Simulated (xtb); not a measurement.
GaN (SMILES [N]=[Ga]), triplet, from a rough starting geometry (GFN-xTB shapes and energies of metal compounds can be far from the true ones); GFN2-xTB run with xtb 6.7.1.

Here is a job for xtb.
```
$ xtb mol.xyz --gfn 2 --uhf 2 --opt vtight --json

# file mol.xyz
2

Ga     0.05328427    -0.05170696    -0.87812553
N     -0.07223414     0.02832879     0.90755236
```

Output, abridged:

```
   ID    Z sym.   atoms
    1   31 Ga     1
    2    7 N      2

           -------------------------------------------------
          |                Calculation Setup                |
           -------------------------------------------------

           -------------------------------------------------
          |                 G F N 2 - x T B                 |
           -------------------------------------------------

          ...................................................
          :                      SETUP                      :
          :.................................................:
          :  # basis functions                  14          :
          :  # atomic orbitals                  13          :
          :  # shells                            5          :
          :  # electrons                         8          :
          :  max. iterations                   250          :
          :  Hamiltonian                  GFN2-xTB          :
          :  restarted?                      false          :
          :  GBSA solvation                  false          :
          :  PC potential                    false          :
          :  electronic temp.          300.0000000     K    :
          :  accuracy                    1.0000000          :
          :  -> integral cutoff          0.2500000E+02      :
          :  -> integral neglect         0.1000000E-07      :
          :  -> SCF convergence          0.1000000E-05 Eh   :
          :  -> wf. convergence          0.1000000E-03 e    :
          :  Broyden damping             0.4000000          :
          :  net charge                          0          :
          :  unpaired electrons                  2          :
          ...................................................

 iter      E             dE          RMSdq      gap      omega  full diag
   1     -3.9515578 -0.395156E+01  0.366E+01    4.12       0.0  T
   2     -3.9749444 -0.233865E-01  0.154E+01    5.28       1.0  T
   3     -3.9752782 -0.333830E-03  0.787E+00    4.79       1.0  T
   4     -3.9763749 -0.109672E-02  0.785E-01    4.92       1.0  T
   5     -3.9763900 -0.150902E-04  0.153E-01    4.93       1.0  T
   6     -3.9763957 -0.566712E-05  0.955E-02    4.95       1.0  T
   7     -3.9763958 -0.764846E-07  0.729E-03    4.95       9.7  T
   8     -3.9763958 -0.729761E-07  0.132E-03    4.95      53.6  T
   9     -3.9763958 -0.163405E-08  0.323E-04    4.95     218.7  T
[...]
         :: total energy              -3.967203032639 Eh    ::
 * total energy  :    -3.9672030 Eh     change       -0.2960743E-11 Eh
 * total energy  :    -3.9672035 Eh     change       -0.5076297E-06 Eh
 * total energy  :    -3.9672036 Eh     change       -0.6491765E-07 Eh
   *** GEOMETRY OPTIMIZATION CONVERGED AFTER 3 ITERATIONS ***
         :: total energy              -3.967203605189 Eh    ::
[...]
         6                         -0.1752862              -4.7698 (LUMO)
         7                         -0.1752862              -4.7698
         8                         -0.0805704              -2.1924
         9                         -0.0448489              -1.2204
        10                         -0.0448489              -1.2204
        11                          0.0556750               1.5150
        12                          0.0556750               1.5150
        13                          0.5354111              14.5693
      -------------------------------------------------------------
                  HL-Gap            0.1818374 Eh            4.9480 eV
             Fermi-level           -0.3198983 Eh           -8.7049 eV

     #   Z          covCN         q      C6AA      α(0)
     1  31 Ga       0.809     0.306   321.522    45.868
     2   7 N        0.809    -0.306    28.502     7.779

 Mol. C6AA /au·bohr⁶  :        516.404491
 Mol. C8AA /au·bohr⁸  :      45059.448209
 Mol. α(0) /au        :         53.646796

Wiberg/Mayer (AO) data.
largest (>0.10) Wiberg bond orders for each atom

 ---------------------------------------------------------------------------
     #   Z sym  total        # sym  WBO       # sym  WBO       # sym  WBO
 ---------------------------------------------------------------------------
     1  31 Ga   1.565 --     2 N    1.565
     2   7 N    1.565 --     1 Ga   1.565
 ---------------------------------------------------------------------------

Topologies differ in total number of bonds
Writing topology from bond orders to xtbtopo.mol

molecular dipole:
                 x           y           z       tot (Debye)
 q only:        0.073      -0.046      -1.034
   full:        0.129      -0.082      -1.840       4.692
molecular quadrupole (traceless):
                xx          xy          yy          xz          yz          zz
 q only:        0.025      -0.001       0.032       0.031       0.032      -0.057
  q+dip:       -1.243      -0.014      -1.242      -0.219       0.232       2.485
   full:        0.479       0.002       0.495       0.147      -0.001      -0.975

optimized geometry written to: xtbopt.xyz

           -------------------------------------------------
          | TOTAL ENERGY               -3.967203605189 Eh   |
          | GRADIENT NORM               0.000000871822 Eh/α |
          | HOMO-LUMO GAP               4.948047034834 eV   |
           -------------------------------------------------
```
